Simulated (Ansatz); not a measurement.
This geometry of F₄H₃OSTa (10 atoms, charge 0, multiplicity 1) is a first-order saddle point.

All numbers below come from Ansatz, RKS B3LYP/def2-SVP.

```xyz
10
Properties=species:S:1:pos:R:3
Ta -0.123 0.183 0.168
F 1.964 -0.385 0.309
O -0.353 -0.361 1.953
H -0.296 -0.536 2.896
F 0.434 1.030 -1.431
F -1.817 0.955 0.031
F -0.309 -1.500 -0.630
S 1.410 2.139 1.079
H 1.319 1.879 2.404
H 2.143 0.680 0.680
```

Q: Which two structures does it join? (They come from a converged band through this point; their orientation in space is the band's.)

A: Bonds broken: S8–H10. Bonds formed: F2–H10.

First end point:

```xyz
10
Properties=species:S:1:pos:R:3
Ta -0.037 -0.137 0.089
F 1.778 -0.712 0.185
O -0.294 -0.632 1.895
H -0.324 -0.764 2.844
F 0.470 0.742 -1.520
F -1.448 1.128 0.213
F -0.875 -1.589 -0.730
S 1.325 2.253 1.060
H 1.208 2.079 2.397
H 2.568 1.717 1.027
```

Last end point:

```xyz
10
Properties=species:S:1:pos:R:3
Ta -0.173 0.284 0.205
F 2.071 -0.404 0.308
O -0.336 -0.345 1.971
H -0.191 -0.657 2.867
F 0.423 1.037 -1.429
F -1.906 0.944 0.048
F -0.200 -1.429 -0.575
S 1.242 2.201 1.068
H 1.106 1.966 2.394
H 2.336 0.486 0.603
```

Q: How far does it lie above each of them?

A: 87.2 kJ/mol above the first and 7.4 kJ/mol above the second. This is the barrier of this one path; another mechanism may lie lower. The orbitals stay closed-shell, which can raise the energy where a bond breaks towards radicals; this wasn't checked here.

The run took 9.7 min on 4 threads of Arm Neoverse V1, with other jobs on the host, peak memory 0.42 GiB.
